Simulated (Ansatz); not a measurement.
`C=CC[SiH](F)F` + `[NH2][GeH3]` → `F[SiH](F)[NH][GeH3]` + propene  (ligand exchange at the Si–C bond)

Program: Ansatz. Geometries: PBE0-D4/def2-TZVP. ΔE: electronic, gas phase. CCSD(T)/CBS is the MP2 limit (def2-TZVPP, def2-QZVPP) plus CCSD(T) − MP2 in def2-TZVPP, frozen cores. Functionals use def2-TZVPP. B3LYP here is the variant with VWN-RPA as its local correlation; programs differ in this. For Ge outer-core shells are correlated without core-valence functions, which leaves a few kJ/mol of doubt a bond. Scalar relativity is left out up to krypton. Each species was taken in one conformer, which may not be the lowest.

CCSD(T)/CBS gives -20.1 kcal/mol.

Question: Another level gave -19.9 kcal/mol. Which?
A. HF/def2-TZVPP
B. PBE-D4/def2-TZVPP
C. PBE0-D4/def2-TZVPP
D. B3LYP-D4/def2-TZVPP

Answer: D. B3LYP-D4 -19.9, PBE-D4 -17.4, PBE0-D4 -18.6, HF/def2-TZVPP -23.0 kcal/mol.

Largest T1 diagnostic among the species: 0.012.

From PBE to PBE0 (25 % exact exchange), in def2-TZVPP and without D4, ΔE moves by −1.2 kcal/mol. In def2-TZVPP, CCSD(T) changes the Hartree–Fock value by +2.9 kcal/mol (the triples alone add +0.5 kcal/mol) and MP2 by +2.8 kcal/mol.
